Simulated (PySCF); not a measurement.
PbS, SMILES [S]=[Pb] (connectivity only; charge and spin as stated), neutral, multiplicity 1. Atoms are numbered in the order given.

```xyz
2

Pb     0.0000     0.0000    -0.3725
S      0.0000     0.0000     1.9091
```

Geometry optimised at PBE0-D3(BJ)/def2-TZVP. The def2 effective core potentials stand for the cores of Pb; spin–orbit coupling is left out.

All values below come from TDA-M06-2X/def2-TZVPD (PySCF 2.14.0).

Vertical excitations; the highest root listed may be one member of a degenerate set. The molecule is in vacuum. State labels are in the subgroup C2v.

```
state  symmetry  energy (eV)  λ (nm)      f                                              main pairs
-----  --------  -----------  ------  -----  ------------------------------------------------------
S1           A2         2.98     415  0.000                      HOMO→LUMO 49 %, HOMO−1→LUMO+1 49 %
S2           A2         3.34     372  0.000               HOMO−1→LUMO+1, HOMO→LUMO (degenerate set)
S3           A1         3.34     372  0.000               HOMO−1→LUMO, HOMO→LUMO+1 (degenerate set)
S4           B2         3.43     361  0.013                          HOMO−2→LUMO+1 (degenerate set)
S5           B1         3.43     361  0.013                            HOMO−2→LUMO (degenerate set)
S6           A1         4.97     249  0.053  HOMO→LUMO+1 33 %, HOMO−1→LUMO 33 %, HOMO−2→LUMO+3 21 %
S7           B2         5.88     211  0.026                            HOMO→LUMO+3 (degenerate set)
S8           B1         5.88     211  0.026                          HOMO−1→LUMO+3 (degenerate set)
S9           B1         6.02     206  0.117                          HOMO−1→LUMO+2 (degenerate set)
S10          B2         6.02     206  0.117                            HOMO→LUMO+2 (degenerate set)
T1           A1         2.60     477      0                      HOMO−1→LUMO 48 %, HOMO→LUMO+1 48 %
T2           B2         2.80     443      0                          HOMO−2→LUMO+1 (degenerate set)
T3           B1         2.80     443      0                            HOMO−2→LUMO (degenerate set)
T4           A2         2.83     438      0                      HOMO→LUMO 49 %, HOMO−1→LUMO+1 49 %
```
Triplets are in the Tamm–Dancoff approximation.
